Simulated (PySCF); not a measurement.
**Energy of S⁺ (sulfur, charge +1) between two integer charges**

The 3p alpha orbital of [Ne] 3s2 3p3 is emptied in steps (occupation f), with all orbitals relaxed, ending at [Ne] 3s2 3p2. Computed with PySCF 2.14 in def2-TZVPPD (6s6p4d1f, 51 functions), with the non-relativistic Hamiltonian (point nucleus). The exact energy is a straight line in f; departures are measured from the line between the end points of the same method.

Problem. Among UHF, LDA, PBE, PBE0, r2SCAN, LC-wPBE, BHandHLYP, wB97X, B3LYP, BLYP, which shows the largest delocalisation error (convex curve), and which is closest to linear?

Solution. Most convex: LDA (-1.336 eV at f = 0.4); closest to linear: UHF (0.170 eV).

```
  f  UHF (eV)  LDA (eV)  PBE (eV)  PBE0 (eV)  r2SCAN (eV)  LC-wPBE (eV)  BHandHLYP (eV)  wB97X (eV)  B3LYP (eV)  BLYP (eV)
  1     0.000     0.000     0.000      0.000        0.000         0.000           0.000       0.000       0.000      0.000
0.8     0.117    -0.885    -0.864     -0.622       -0.803        -0.159          -0.387      -0.217      -0.678     -0.871
0.6     0.173    -1.332    -1.296     -0.931       -1.192        -0.234          -0.580      -0.320      -1.017     -1.308
0.4     0.170    -1.336    -1.294     -0.927       -1.178        -0.229          -0.579      -0.312      -1.016     -1.308
0.2     0.112    -0.892    -0.860     -0.615       -0.776        -0.148          -0.385      -0.201      -0.676     -0.870
  0     0.000     0.000     0.000      0.000        0.000         0.000           0.000       0.000       0.000      0.000
```

```json
{"method": "UHF", "E(f=0) − E(f=1) (eV)": "22.716", "−ε at f=1 (eV)": "23.460", "−ε at f=0.4 (eV)": "22.561"}
{"method": "LDA", "E(f=0) − E(f=1) (eV)": "23.402", "−ε at f=1 (eV)": "17.892", "−ε at f=0.4 (eV)": "24.502"}
{"method": "PBE", "E(f=0) − E(f=1) (eV)": "23.320", "−ε at f=1 (eV)": "17.929", "−ε at f=0.4 (eV)": "24.413"}
{"method": "PBE0", "E(f=0) − E(f=1) (eV)": "23.384", "−ε at f=1 (eV)": "19.495", "−ε at f=0.4 (eV)": "24.179"}
{"method": "r2SCAN", "E(f=0) − E(f=1) (eV)": "23.521", "−ε at f=1 (eV)": "18.471", "−ε at f=0.4 (eV)": "24.576"}
{"method": "LC-wPBE", "E(f=0) − E(f=1) (eV)": "23.485", "−ε at f=1 (eV)": "22.485", "−ε at f=0.4 (eV)": "23.706"}
{"method": "BHandHLYP", "E(f=0) − E(f=1) (eV)": "23.139", "−ε at f=1 (eV)": "20.720", "−ε at f=0.4 (eV)": "23.629"}
{"method": "wB97X", "E(f=0) − E(f=1) (eV)": "23.247", "−ε at f=1 (eV)": "21.884", "−ε at f=0.4 (eV)": "23.555"}
{"method": "B3LYP", "E(f=0) − E(f=1) (eV)": "23.250", "−ε at f=1 (eV)": "19.015", "−ε at f=0.4 (eV)": "24.107"}
{"method": "BLYP", "E(f=0) − E(f=1) (eV)": "23.024", "−ε at f=1 (eV)": "17.592", "−ε at f=0.4 (eV)": "24.121"}
```

Reference removal energy between the ground levels: 23.338 eV (measured; NIST Atomic Spectra Database, ionization energies). The calculation has no spin-orbit coupling. UHF lacks correlation.
